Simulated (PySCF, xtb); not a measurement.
Si(H)(F)2(Et) (C2H6F2Si), SMILES [SiH](CC)(F)F.

xtb 6.7.1 with GFN2-xTB at its own geometry gives an orbital gap of 6.57 eV and a dipole moment of 2.57 D.

Geometry optimised at r2SCAN-D4/def2-SVP. The values are those of a single conformer.

### Question
What does PBE/def2-TZVP (PySCF) give? (Estimate from the structure and the level; the computed values follow.)

### Answer
gap 7.45 eV (levels -7.50 and -0.05 eV), dipole 2.20 D.
